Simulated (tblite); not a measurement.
Species: C6H13AsOSi.
Atom-mapped SMILES: `[CH3:1][C@@:2]([AsH2:3])([CH:4]=[O:5])[SiH2:6][CH:7]1[CH2:8][CH2:9]1` (hydrogens: H10, H11, H12 on C1; H13, H14 on As3; H15 on C4; H16, H17 on Si6; H18 on C7; H19, H20 on C8; H21, H22 on C9)

Computed with GFN2-xTB (tblite), gas phase: L-BFGS steps from a force-field or distance-geometry start until the largest atomic force falls under 0.01 eV/Å.

The end geometry, which sets the zero of energy:
```
atom  x, y, z in Å
C1     -1.3879   -0.1919   -1.4112
C2     -1.3229   -0.0594    0.1029
As3    -1.6751    1.8720    0.5591
C4     -2.3819   -0.7548    0.8232
O5     -2.2332   -1.2281    1.9279
Si6     0.3228   -0.5451    0.9473
C7      1.6581    0.4464    0.0585
C8      3.0893    0.0098    0.1627
C9      2.3666   -0.1355   -1.1331
H10    -2.3815    0.0823   -1.7798
H11    -0.6548    0.4671   -1.8804
H12    -1.1774   -1.2151   -1.7227
H13    -1.9306    1.6412    2.0126
H14    -3.1623    1.7968    0.2916
H15    -3.3719   -0.8033    0.3174
H16     0.5067   -1.9890    0.7590
H17     0.3400   -0.1729    2.3664
H18     1.5010    1.5229    0.0256
H19     3.3022   -0.8830    0.7298
H20     3.8566    0.7651    0.2421
H21     2.6337    0.5231   -1.9468
H22     2.0921   -1.1292   -1.4529
```

Problem. These geometries come from the run, each turned onto the end geometry. Order them by energy, lowest first.
A.
```
atom  x, y, z in Å
C1     -1.7657   -0.4384   -1.3368
C2     -1.4116   -0.0610    0.0943
As3    -1.3401    1.9390    0.3134
C4     -2.2993   -0.6411    1.1010
O5     -2.2454   -0.3810    2.2820
Si6     0.3269   -0.7431    0.5924
C7      1.6573    0.5040    0.1356
C8      3.0692    0.0392    0.3487
C9      2.5492    0.2132   -1.0373
H10    -2.6230    0.1347   -1.7153
H11    -0.9085   -0.2904   -1.9975
H12    -2.0349   -1.4936   -1.3910
H13    -1.8758    1.8972    1.7016
H14    -2.7443    2.1350   -0.2343
H15    -2.9985   -1.4261    0.7362
H16     0.5254   -1.9887   -0.1714
H17     0.3765   -1.0562    2.0176
H18     1.4666    1.5532    0.3443
H19     3.1914   -0.9707    0.7110
H20     3.7876    0.7500    0.7321
H21     2.9486    1.0266   -1.6255
H22     2.3379   -0.6824   -1.6018
```
B.
```
atom  x, y, z in Å
C1     -1.9626   -0.4883   -1.2604
C2     -1.4163   -0.0864    0.1260
As3    -1.2392    1.9021    0.4175
C4     -2.2736   -0.7064    1.1599
O5     -2.7718   -0.1649    2.1113
Si6     0.3486   -0.7930    0.4558
C7      1.6881    0.4641    0.0534
C8      3.1005    0.0497    0.3828
C9      2.7074    0.2845   -1.0340
H10    -2.4649    0.3630   -1.7511
H11    -1.1563   -0.8723   -1.8947
H12    -2.7137   -1.2784   -1.1107
H13    -2.1681    1.9783    1.5770
H14    -2.4344    2.3380   -0.3809
H15    -2.3803   -1.8017    0.9595
H16     0.5167   -2.0105   -0.3462
H17     0.4731   -1.1210    1.8939
H18     1.4741    1.5101    0.2700
H19     3.2556   -0.9703    0.7059
H20     3.7304    0.7712    0.8800
H21     3.0227    1.2016   -1.5016
H22     2.6536   -0.5503   -1.7142
```
C.
```
atom  x, y, z in Å
C1     -1.3667   -0.2805   -1.3957
C2     -1.3189   -0.0865    0.1132
As3    -1.6046    1.8741    0.4877
C4     -2.4290   -0.7019    0.8339
O5     -2.3597   -1.1135    1.9682
Si6     0.3212   -0.6019    0.9497
C7      1.6397    0.4527    0.1068
C8      3.0810    0.0380    0.1530
C9      2.3286   -0.0579   -1.1295
H10    -2.3416    0.0142   -1.7975
H11    -0.5977    0.3278   -1.8758
H12    -1.1910   -1.3242   -1.6572
H13    -1.7734    1.7186    1.9646
H14    -3.1039    1.8196    0.3106
H15    -3.3932   -0.7444    0.2782
H16     0.5260   -2.0268    0.6541
H17     0.3233   -0.3466    2.3932
H18     1.4642    1.5284    0.1283
H19     3.3267   -0.8783    0.6670
H20     3.8322    0.8065    0.2548
H21     2.5605    0.6423   -1.9175
H22     2.0659   -1.0405   -1.4907
```
D.
```
atom  x, y, z in Å
C1     -1.6642   -0.4627   -1.3773
C2     -1.3887   -0.1092    0.0805
As3    -1.4182    1.9047    0.2422
C4     -2.4180   -0.6017    1.0014
O5     -2.3856   -0.4869    2.2052
Si6     0.3174   -0.7372    0.7004
C7      1.6688    0.4582    0.1613
C8      3.1015    0.0333    0.3079
C9      2.5112    0.1656   -1.0514
H10    -2.6865   -0.1855   -1.6564
H11    -0.9833    0.0887   -2.0329
H12    -1.5327   -1.5316   -1.5580
H13    -1.5303    1.9308    1.7290
H14    -2.9229    1.9981    0.1282
H15    -3.2849   -1.1118    0.5215
H16     0.5397   -2.0447    0.0520
H17     0.3263   -0.8597    2.1583
H18     1.4793    1.5146    0.3494
H19     3.2964   -0.9620    0.6738
H20     3.8212    0.7679    0.6310
H21     2.8239    0.9947   -1.6678
H22     2.3192   -0.7442   -1.5990
```
E.
```
atom  x, y, z in Å
C1     -1.4927   -0.4379   -1.4031
C2     -1.3382   -0.1447    0.0829
As3    -1.4824    1.8561    0.3191
C4     -2.4589   -0.6094    0.8981
O5     -2.3875   -0.9038    2.0684
Si6     0.3179   -0.7154    0.8505
C7      1.6302    0.4456    0.1527
C8      3.0821    0.0781    0.2299
C9      2.3959    0.0958   -1.0936
H10    -2.4659   -0.0920   -1.7661
H11    -0.7155    0.0766   -1.9713
H12    -1.4118   -1.5069   -1.6014
H13    -1.4871    1.8240    1.8132
H14    -2.9928    1.8818    0.3097
H15    -3.4424   -0.6316    0.3731
H16     0.5350   -2.1007    0.4002
H17     0.3241   -0.6130    2.3105
H18     1.4168    1.5065    0.2812
H19     3.3352   -0.8803    0.6557
H20     3.8003    0.8534    0.4505
H21     2.6353    0.8874   -1.7885
H22     2.1922   -0.8501   -1.5724
```

Solution. C (0.005 eV), E (0.015 eV), D (0.059 eV), A (0.155 eV), B (0.469 eV).

In the order of the answer:

| step | E above end (eV) | largest force (eV/Å) | rms force component (eV/Å) | rms distance from end (Å) | rms bond change (Å) | bond most changed (Å) |
| --- | --- | --- | --- | --- | --- | --- |
| 163 | 0.005 | 0.08 | 0.017 | 0.107 | 0.001 | C4=O5 -0.002 |
| 131 | 0.015 | 0.03 | 0.009 | 0.294 | 0.002 | Si6–H16 +0.005 |
| 72 | 0.059 | 0.09 | 0.029 | 0.449 | 0.004 | C2–C4 +0.009 |
| 51 | 0.155 | 0.22 | 0.074 | 0.590 | 0.006 | C2–Si6 +0.020 |
| 15 | 0.469 | 0.44 | 0.159 | 0.858 | 0.010 | C1–C2 +0.022 |

What follows is the cost of the whole relaxation. The run took 1.7 s on Arm Neoverse V2, one thread, shared host with 48 logical CPUs at a one-minute load of 14.
